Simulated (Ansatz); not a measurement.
## A ladder of methods for C2F4O (trifluoroacetyl fluoride)

The species is C2F4O (7 atoms), meant as a singlet with charge 0. As SMILES, `O=C(F)C(F)(F)F`. Geometry: optimised at wB97X-V/def2-SVP.

```xyz
7

O     1.0654   -1.3966    0.7008
C     0.0885   -0.7961    0.4340
F    -1.1394   -1.1976    0.7385
C     0.0179    0.5518   -0.3064
F    -0.7007    0.4153   -1.4196
F    -0.5672    1.4609    0.4719
F     1.2355    0.9623   -0.6192
```

Each level gives the dissociation energy of the C4–C2 bond into doublet CF3 and doublet COF (shapes relaxed at wB97X-V/def2-SVP, no zero-point term) (eV). The values are calculated.

```tsv
level	kind	program	value (eV)	CPU time (all runs)
HF/def2-SVP	Hartree–Fock	Ansatz	3.07	2.1 s
SVWN5/def2-SVP	LDA	Ansatz	4.74	2.2 s
PBE/def2-SVP	GGA	Ansatz	3.96	4.1 s
B3LYP/def2-SVP	global hybrid	Ansatz	3.86	5.4 s
wB97M-V/def2-SVP	range-separated hybrid	Ansatz	4.31	18 s
B2PLYP/def2-SVP	double hybrid	Ansatz	3.92	8.3 s
RPA@PBE/def2-SVP	RPA	Ansatz	3.80	6.5 s
MP2/def2-SVP	perturbation theory	Ansatz	4.06	2.8 s
```

The values span 3.07 to 4.74 eV. Hartree–Fock misses the correlation of the electron pair that is broken and comes out low. Measured bond enthalpies also hold zero-point and thermal terms, a few tenths of an eV less. CPU times are rough (shared hosts, several kinds of processor): they show what a rung costs within a factor of a few.
